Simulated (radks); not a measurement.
Values are calculated unless marked as measured or tabulated.
Question: The iridium ion Ir4+ is in [Xe] 4f14 5d5. Level of theory: scalar-relativistic Kohn-Sham, PBE, spin-polarised, spherical densities, finite nucleus; Fermi nuclear charge, rms radius of each element as measured or else 0.836 A^(1/3) + 0.57 fm (a radial shooting solver on a logarithmic mesh with Libxc functionals). Open shells are filled with parallel spins first. One electron is removed from 5p, 5d, 4f, 5s in turn, with full relaxation. Which removal costs least, and what does each cost?

Answer: 5d 59.199 eV; 5p 106.82 eV; 4f 122.70 eV; 5s 151.86 eV. The 5d electron leaves first.
